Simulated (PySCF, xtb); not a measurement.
SeHI, SMILES I[SeH].

Harmonic wavenumbers (cm⁻¹) from GFN2-xTB run with xtb at its own minimum, in rising order: 275, 708, 2003.

**Question.** What does B3LYP-D3(BJ)/def2-TZVP (PySCF) give at its own minimum? (The exact figures need the calculation; the answer reports its results.)

**Answer.** 245, 706, 2395. Paired by order, the mean absolute difference is 141 cm⁻¹ and the zero-point energies are 4.3 and 4.8 kcal/mol.
